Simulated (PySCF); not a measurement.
[closo-B5(OH)5]2-, charge -2

Geometry:
```json
{"atom": "B1", "x (Å)": "0.043", "y (Å)": "0.791", "z (Å)": "0.719"}
{"atom": "B2", "x (Å)": "0.587", "y (Å)": "-0.940", "z (Å)": "0.016"}
{"atom": "B3", "x (Å)": "0.700", "y (Å)": "0.552", "z (Å)": "-0.685"}
{"atom": "B4", "x (Å)": "-0.886", "y (Å)": "-0.688", "z (Å)": "0.641"}
{"atom": "B5", "x (Å)": "-0.928", "y (Å)": "0.013", "z (Å)": "-0.779"}
{"atom": "O6", "x (Å)": "0.003", "y (Å)": "1.765", "z (Å)": "1.887"}
{"atom": "H7", "x (Å)": "-0.633", "y (Å)": "1.394", "z (Å)": "2.497"}
{"atom": "O8", "x (Å)": "1.590", "y (Å)": "-2.095", "z (Å)": "0.031"}
{"atom": "H9", "x (Å)": "2.323", "y (Å)": "-1.801", "z (Å)": "-0.510"}
{"atom": "O10", "x (Å)": "1.681", "y (Å)": "1.281", "z (Å)": "-1.734"}
{"atom": "H11", "x (Å)": "1.745", "y (Å)": "2.163", "z (Å)": "-1.372"}
{"atom": "O12", "x (Å)": "-1.822", "y (Å)": "-1.393", "z (Å)": "1.729"}
{"atom": "H13", "x (Å)": "-1.226", "y (Å)": "-2.034", "z (Å)": "2.115"}
{"atom": "O14", "x (Å)": "-1.850", "y (Å)": "0.257", "z (Å)": "-1.957"}
{"atom": "H15", "x (Å)": "-1.325", "y (Å)": "0.736", "z (Å)": "-2.597"}
```

Total charge -2.

Method: PySCF, GIAO KT3/def2-SVP magnetisability, rotational g tensor and spin-rotation constants, non-relativistic, gas phase. Geometry: GFN2-xTB.

For an ion the centre-of-mass motion in the field is neglected. The highest occupied orbital is unbound at this level, so the values depend on the basis.

Task: Give the nuclear spin-rotation constants along the inertial axes (H = +C I·J) beside the isotropic shieldings.

Result: Rotational constants 1.2768, 1.0092, 0.9803 GHz. A star marks the isotopologue with that one atom substituted, in its own axes.
| atom | isotope | Caa (kHz) | Cbb (kHz) | Ccc (kHz) | mean (kHz) | σ (ppm) |
| --- | --- | --- | --- | --- | --- | --- |
| B1 | 11B | 0.280 | 0.181 | 0.310 | 0.257 | 87.8 |
| B2 | 11B | 0.308 | 0.340 | 0.170 | 0.273 | 81.5 |
| B3 | 11B | 0.184 | 0.227 | 0.212 | 0.208 | 110.8 |
| B4 | 11B | 0.174 | 0.220 | 0.208 | 0.201 | 114.0 |
| B5 | 11B | 0.296 | 0.239 | 0.255 | 0.263 | 85.4 |
| H7 | 1H | 0.084 | -0.081 | -0.091 | -0.029 | 29.8 |
| H9 | 1H | 0.065 | -0.082 | -0.071 | -0.029 | 29.6 |
| H11 | 1H | -0.140 | -0.049 | -0.007 | -0.065 | 33.3 |
| H13 | 1H | -0.140 | 0.011 | -0.081 | -0.070 | 34.3 |
| H15 | 1H | 0.087 | -0.087 | -0.085 | -0.028 | 29.7 |
| O6 | 17O* | -0.225 | -0.058 | -0.097 | -0.127 | 267.3 |
| O10 | 17O* | -0.089 | -0.051 | -0.045 | -0.062 | 335.6 |

For the geometry as given, no vibrational averaging.
